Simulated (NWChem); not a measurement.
Everything below was run with NWChem. System: imidazole (C₃H₄N₂), charge 0, spin multiplicity 1, at a geometry optimised with B3LYP/def2-SVP. Level: CCSD(T)/STO-3G, 5 core orbitals frozen.

Input file:

```
start mol
memory heap 100 mb stack 700 mb global 1900 mb
geometry units angstroms nocenter noautoz
  C      0.891426     0.761743     0.000000
  C      0.983908    -0.612853     0.000000
  N     -0.320022    -1.058359     0.000000
  C     -1.124932     0.046597     0.000000
  N     -0.423665     1.156522     0.000000
  H      1.707040     1.484179     0.000000
  H      1.832151    -1.292749     0.000000
  H     -0.622742    -2.024984     0.000000
  H     -2.213050    -0.026511     0.000000
  symmetry group Cs
end
basis spherical
  * library sto-3g
end
scf
  rhf
  nopen 0
  maxiter 100
  thresh 1e-7
  semidirect memsize 60000000 filesize 0
end
ccsd
  freeze core 5
  maxiter 60
end
task ccsd(t) energy
```

Part of the output:

```
             Northwest Computational Chemistry Package (NWChem) 7.3.0
             --------------------------------------------------------

                                NWChem Input Module
                                -------------------

 Scaling coordinates for geometry "geometry" by  1.889725989
 (inverse scale =  0.529177249)

 Turning off AUTOSYM since
 SYMMETRY directive was detected!

                             Geometry "geometry" -> ""
                             -------------------------

 Output coordinates in angstroms (scale by  1.889725989 to convert to a.u.)

  No.       Tag          Charge          X              Y              Z
 ---- ---------------- ---------- -------------- -------------- --------------
    1 C                    6.0000     0.89142600     0.76174300     0.00000000
    2 C                    6.0000     0.98390800    -0.61285300     0.00000000
    3 N                    7.0000    -0.32002200    -1.05835900     0.00000000
    4 C                    6.0000    -1.12493200     0.04659700     0.00000000
    5 N                    7.0000    -0.42366500     1.15652200     0.00000000
    6 H                    1.0000     1.70704000     1.48417900     0.00000000
    7 H                    1.0000     1.83215100    -1.29274900     0.00000000
    8 H                    1.0000    -0.62274200    -2.02498400     0.00000000
    9 H                    1.0000    -2.21305000    -0.02651100     0.00000000

 Effective nuclear repulsion energy (a.u.)     162.9753922999

            Nuclear Dipole moment (a.u.)
            ----------------------------
        X                 Y               Z
 ---------------- ---------------- ----------------
     0.0000037795    -0.0000037795     0.0000000000

      Symmetry information
      --------------------

 Group name             Cs
 Group number              2
 Group order               2
 No. of unique centers     9

      Symmetry unique atoms

     1    2    3    4    5    6    7    8    9


 Summary of "ao basis" -> "" (spherical)
 ------------------------------------------------------------------------------
       Tag                 Description            Shells   Functions and Types
 ---------------- ------------------------------  ------  ---------------------
 *                           sto-3g                   on all atoms

 Summary of "ao basis" -> "ao basis" (spherical)
 ------------------------------------------------------------------------------
       Tag                 Description            Shells   Functions and Types
 ---------------- ------------------------------  ------  ---------------------
 C                           sto-3g                  3        5   2s1p
 N                           sto-3g                  3        5   2s1p
 H                           sto-3g                  1        1   1s

                                 NWChem SCF Module
                                 -----------------

  ao basis        = "ao basis"
  functions       =    29
  atoms           =     9
  closed shells   =    18
  open shells     =     0
  charge          =   0.00
  wavefunction    = RHF
  use symmetry    = T
  symmetry adapt  = T

 Summary of "ao basis" -> "ao basis" (spherical)
 ------------------------------------------------------------------------------
       Tag                 Description            Shells   Functions and Types
 ---------------- ------------------------------  ------  ---------------------
 C                           sto-3g                  3        5   2s1p
[...]
 iter     correlation     delta       rms       T2     Non-T2      Main
             energy      energy      error      ampl     ampl      Block
                                                time     time      time
-------------------------------------------------------------------------
   1     -0.3179507906 -3.180D-01  7.880D-02     0.32     0.00     0.30
   2     -0.3302450817 -1.229D-02  8.666D-02     0.32     0.00     0.30
   3     -0.3348040525 -4.559D-03  8.330D-03     0.33     0.00     0.31
   4     -0.3371668345 -2.363D-03  1.405D-03     0.32     0.00     0.30
   5     -0.3374689746 -3.021D-04  5.019D-04     0.31     0.00     0.30
   6     -0.3374669373  2.037D-06  8.602D-05     0.32     0.00     0.30
   7     -0.3374528426  1.409D-05  1.472D-04     0.32     0.00     0.30
   8     -0.3374430850  9.758D-06  2.842D-05     0.32     0.00     0.30
   9     -0.3374457342 -2.649D-06  6.815D-05     0.34     0.00     0.33
  10     -0.3374468839 -1.150D-06  3.757D-06     0.34     0.00     0.32
  11     -0.3374477343 -8.504D-07  5.666D-06     0.35     0.00     0.33
  12     -0.3374480698 -3.356D-07  9.852D-07     0.35     0.00     0.33
                  *************converged*************
-------------------------------------------------------------------------

 -----------
 CCSD Energy
 -----------
 Reference energy:            -221.985300656102908
 CCSD corr. energy:             -0.337448069828442
 Total CCSD energy:           -222.322748725931348

 --------------------------------
 Spin Component Scaled (SCS) CCSD
 --------------------------------
 Same spin contribution:                 -0.051642918589065
 Same spin scaling factor:                1.130000000000000
 Opposite spin contribution:             -0.285805151239377
 Opposite spin scaling fact.:             1.270000000000000
 SCS-CCSD correlation energy:            -0.421329040079653
 Total SCS-CCSD energy:                -222.406629696182563
 memory            104855068

*********triples calculation*********

nkpass=    1; nvpass=    1; memdrv=          21219; memtrn=         274648; memavail=      104854908
 memory available/node                      104854908
 total number of virtual orbitals        11
 number of virtuals per integral pass    11
 number of integral evaluations           1
 number of occupied per triples pass     13
 number of triples passes                 1

 commencing integral evaluation        1 at           4.19
  symmetry use  T
task         2 out of       190 done   1%  at       0.0 secs
task        10 out of       190 done   5%  at       0.0 secs
task        19 out of       190 done  10%  at       0.0 secs
task        29 out of       190 done  15%  at       0.1 secs
task        38 out of       190 done  20%  at       0.1 secs
task        48 out of       190 done  25%  at       0.1 secs
task        57 out of       190 done  30%  at       0.1 secs
task        67 out of       190 done  35%  at       0.1 secs
task        76 out of       190 done  40%  at       0.1 secs
task        86 out of       190 done  45%  at       0.1 secs
task        95 out of       190 done  50%  at       0.1 secs
task       105 out of       190 done  55%  at       0.1 secs
task       114 out of       190 done  60%  at       0.2 secs
task       124 out of       190 done  65%  at       0.2 secs
task       134 out of       190 done  70%  at       0.2 secs
task       143 out of       190 done  75%  at       0.2 secs
task       152 out of       190 done  80%  at       0.2 secs
task       162 out of       190 done  85%  at       0.2 secs
task       171 out of       190 done  90%  at       0.2 secs
task       181 out of       190 done  95%  at       0.2 secs
task       190 out of       190 done 100%  at       0.3 secs
 commencing triples evaluation - blocking       1
 ccsd(t): done        1 out of       11 progress:    9.1%
 ccsd(t): done        2 out of       11 progress:   18.2%
 ccsd(t): done        3 out of       11 progress:   27.3%
 ccsd(t): done        4 out of       11 progress:   36.4%
 ccsd(t): done        5 out of       11 progress:   45.5%
 ccsd(t): done        6 out of       11 progress:   54.5%
 ccsd(t): done        7 out of       11 progress:   63.6%
 ccsd(t): done        8 out of       11 progress:   72.7%
 ccsd(t): done        9 out of       11 progress:   81.8%
 ccsd(t): done       10 out of       11 progress:   90.9%
 ccsd(t): done       11 out of       11 progress:  100.0%
 Time for integral evaluation pass     1        0.26
 Time for triples evaluation pass      1        0.08

 pseudo-e(mp4)  -0.84122362402700E-02
 pseudo-e(mp5)   0.38638804480810E-03
        e(t)    -0.80258481954619E-02

 --------------
 CCSD(T) Energy
 --------------
 Reference energy:                    -221.985300656102908

 CCSD corr. energy:                     -0.337448069828442
 T(CCSD) corr. energy:                  -0.008412236240270
 Total CCSD+T(CCSD) energy:           -222.331160962171623

 CCSD corr. energy:                     -0.337448069828442
 (T) corr. energy:                      -0.008025848195462
 Total CCSD(T) energy:                -222.330774574126821

 routine      calls  cpu(0)   cpu-min  cpu-ave  cpu-max   i/o
 aoccsd          1     0.00     0.00     0.00     0.00    0.00
 iterdrv         1     0.01     0.01     0.01     0.01    0.00
 pampt          12     0.02     0.02     0.02     0.02    0.00
 t2pm           12     0.03     0.03     0.03     0.03    0.00
 sxy            12     0.05     0.05     0.05     0.05    0.00
 ints       426456     3.19     3.19     3.19     3.19    0.00
 t2eri        2280     0.21     0.21     0.21     0.21    0.00
 idx2         2280     0.18     0.18     0.18     0.18    0.00
 idx34          12     0.02     0.02     0.02     0.02    0.00
 ht2pm          12     0.05     0.05     0.05     0.05    0.00
 itm            12     0.12     0.12     0.12     0.12    0.00
 pdiis          12     0.00     0.00     0.00     0.00    0.00
 triples         1     0.00     0.00     0.00     0.00    0.00
 rdtrpo          1     0.00     0.00     0.00     0.00    0.00
 trpmos          1     0.26     0.26     0.26     0.26    0.00
 trpdrv          1     0.02     0.02     0.02     0.02    0.00
 dovvv       26026     0.02     0.02     0.02     0.02    0.00
 doooo       26026     0.02     0.02     0.02     0.02    0.00
 tengy       24167     0.02     0.02     0.02     0.02    0.00
 Total                 4.20     4.20     4.20     4.20    0.00

 Task  times  cpu:        4.7s     wall:        4.7s

 Total times  cpu:        4.7s     wall:        4.7s
```
